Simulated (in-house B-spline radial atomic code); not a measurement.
## Ionising the iron ion Fe⁸⁺ with different functionals

Computed with a radial B-spline atomic code at the basis-set limit: four-component Dirac-Coulomb Hamiltonian, Fermi nucleus of rms radius 3.7377 fm, spin-restricted, spherical fractional occupations for the functionals, and exact exchange of hybrids averaged over the configuration. The ionisation energy is the difference of two self-consistent energies, [Ne] 3s2 3p6 → [Ne] 3s2 3p5, without Breit or QED terms; ε is the level of the shell that loses the electron (mean over j). The electron is taken from both j subshells in proportion to 2j + 1, so the result is a j average, not the step between ground levels.

```csv
method,rung,ΔSCF (eV),-ε(3p) (eV)
PBE0,global hybrid,234.82,224.27
B3LYP,global hybrid,234.84,223.51
wB97X,range-separated hybrid,?,?
CAM-B3LYP,range-separated hybrid,?,?
```

Problem. What does wB97X give?

Solution. ΔSCF 234.74 eV, and -ε(3p) = 226.47 eV.

Problem. What does CAM-B3LYP give?

Solution. ΔSCF 234.77 eV, and -ε(3p) = 225.50 eV.

Problem. Among the functionals, which spreads more, the ΔSCF values or the orbital energies?

Solution. The orbital energies: ΔSCF values span about 0.10 eV and the orbital energies 2.96 eV; here energy differences depend much less on the functional than eigenvalues do.

Problem. How do they compare with the NIST value?

Solution. NIST lists 233.6 eV ± 0.4 (semi-empirical, ground level to ground level). Errors run from +1.14 to +1.24 eV. The correlated functionals all miss on the same side by more than they spread, so the cause is common to them (Breit-QED terms, spin polarisation, the choice among j levels, multiplet and fine-structure energies, or a listed next ion that isn't the cheapest removal here) and closeness doesn't rank the functionals.
